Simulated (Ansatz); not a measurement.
Consider the substitution at a C–C bond: `BN(B)CC=C` + HBr → `C=CBr` + `BN(B)C`.

Isolated molecules relaxed with PBE0-D4/def2-TZVP in Ansatz; ΔE leaves out vibrations. CBS: MP2 limit from def2 TZ/QZ plus the TZ coupled-cluster correction, frozen cores. This one scheme is used for every species. DFT in def2-TZVPP. For Br outer-core shells are correlated without core-valence functions, which leaves a few kJ/mol of doubt a bond. Scalar relativity is left out up to krypton. Each species was taken in one conformer, which may not be the lowest.

```csv
level,ΔE (eV)
revPBE-D4,0.26
HF/def2-SVP,0.37
```

**Question.** What does CCSD(T)/CBS give? (An estimate is asked.)

**Answer.** The calculation gave: +0.30 eV. The listed levels differ from it by -0.04, 0.07 eV.

Largest T1 diagnostic among the species: 0.012.

From r2SCAN to r2SCAN0 (25 % exact exchange), in def2-TZVPP and without D4, ΔE moves by +0.03 eV. The D4 term adds +0.09 eV with B3LYP and +0.05 eV with PBE0; it sums over pairs of atoms, weighted by their polarisabilities, and B3LYP, whose exchange is more repulsive, gets the larger term. Leaving LDA and LC-ωPBE aside and taking each functional with its dispersion term where it has one, the values, not all of them listed here, spread over 0.08 eV, from B2PLYP to CAM-B3LYP-D4. LDA lies +0.17 eV from PBE without D4.

B3LYP here is the variant with VWN-RPA as its local correlation; programs differ in this.
